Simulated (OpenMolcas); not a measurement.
# N, P, As, Sb, Bi: ns2 np3 down the group

```
Program             : OpenMolcas 26.06
Method              : SS-RASPT2, IPEA 0.25 Eh, imaginary shift 0.1 Eh
Basis               : ANO-R2
Scalar Hamiltonian  : X2C, finite nucleus
Spin-orbit coupling : state interaction with AMFI integrals over the reference wave functions, term energies averaged over their components
```

Active space for each ion: 5 electrons in 9 orbitals (RAS2 s p; RAS3 d, at most 2 electrons); closed shells correlated by CASPT2: N 1s; P 2s 2p; As 3d; Sb 4d; Bi 5d.

Computed levels in cm-1 above 4S* 3/2:

```tsv
Level	N	P	As	Sb	Bi
2D* 3/2	19870	12300	11670	10150	11320
2D* 5/2	19870	12310	11900	11220	15540
2P* 3/2	29720	20170	19940	19670	31070
2P* 1/2	29720	20170	19670	18230	22450
weight of 4S* in the lowest level (%)	100	100	100	97	73
```

Mixed levels, with the weight of the term that names them: Bi 4S* 3/2 (73 %), Bi 2D* 3/2 (67 %), Bi 2P* 3/2 (67 %).

Measured, with the error of the calculation in %. Measured levels: N, P, As, Sb, Bi from NIST Handbook of Basic Atomic Spectroscopic Data.

| Level | N | P | As | Sb | Bi |
| --- | --- | --- | --- | --- | --- |
| 2D* 3/2 | 19233 (+3.3) | 11361 (+8.3) | 10593 (+10.2) | 8512 (+19.3) | 11419 (-0.9) |
| 2D* 5/2 | 19224 (+3.3) | 11377 (+8.2) | 10915 (+9.0) | 9854 (+13.9) | 15438 (+0.7) |
| 2P* 3/2 | 28839 (+3.0) | 18748 (+7.6) | 18648 (+6.9) | 18464 (+6.5) | 33165 (-6.3) |
| 2P* 1/2 | 28839 (+3.1) | 18723 (+7.7) | 18186 (+8.1) | 16395 (+11.2) | 21661 (+3.6) |

Without spin-orbit coupling 2D* lies 19870, 12300, 11820, 10790, 11070 cm-1 above 4S* in that order; the difference to the level 2D* 3/2, of either sign, comes from spin-orbit coupling, which also lowers the zero.

Active for correlation alone: 3d; no level in the range computed is led by a configuration that fills it, so any true level of that kind is missing (holds for N; P). Some high roots are left out of the spin-orbit mixing, which shifts the levels that they would mix with (holds for As; Sb). Active for correlation alone: 4d; no level in the range computed is led by a configuration that fills it, so any true level of that kind is missing (holds for As). Active for correlation alone: 5d; no level in the range computed is led by a configuration that fills it, so any true level of that kind is missing (holds for Sb). Some terms miss by over 15 % even with CASPT2, which points to a basis or an active space too small for the shells correlated (holds for Sb). Active for correlation alone: 6d; no level in the range computed is led by a configuration that fills it, so any true level of that kind is missing (holds for Bi). Computed and measured levels are paired by configuration, term and J; levels that our copy of the source lacks, or whose pairing is in doubt (as where it misses far off the trend of its configuration), stay unpaired and out of the deviations. Only configurations of the active space appear.

* marks odd parity.
